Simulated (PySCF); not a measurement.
## Electron correlation in Ca (calcium, neutral)

[Ar] 3d1 4s1, high-spin 3D determinant (an excited configuration). Computed with PySCF 2.14 in aug-cc-pVDZ-X2C, with scalar relativity by spin-free X2C-1e. Frozen: [Ar]; 2 electrons correlated.

Total MP2 correlation energy: -1.17 mhartree.

Same-spin part -1.17 and opposite-spin part 0.00 mhartree; SCS-MP2 scales them by 1/3 and 6/5 to -0.39 mhartree.
